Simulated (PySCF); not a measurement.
Dipole response of Mo(2+) (molybdenum, charge +2)

[Kr] 4d4, high-spin 5D determinant. Computed with PySCF 2.14 in aug-cc-pwCVTZ-PP with ECP28MDF (8s8p7d4f3g, 122 functions), with a scalar-relativistic core potential. Coupled (time-dependent) response in atomic units; α is the mean over directions.

```json
{"method": "wB97X-V", "mean α (bohr³)": "10.08", "α xx, yy, zz": "9.572, 9.572, 11.09", "C₆ (like pair)": "53.46", "S(−4)": "41.07"}
```

S(−4) is the Cauchy moment in α(ω) = α(0) + S(−4) ω² + …

Spin-orbit coupling is absent.

α(iu) at wB97X-V:

```csv
u (hartree),α(iu) (bohr³)
0,10.08
0.0500,9.978
0.100,9.697
0.200,8.806
0.300,7.810
0.500,6.137
0.750,4.685
1.00,3.687
1.50,2.427
2.00,1.693
3.00,0.9336
5.00,0.3931
```

For an ion, C₆ is the dispersion term alone; charge-induced terms of lower order in 1/R come first.

The components differ because the open shell of this determinant is not spherical; for a pure term their mean is the scalar polarisability.

Energies and moments cover only the electrons outside the core potential.
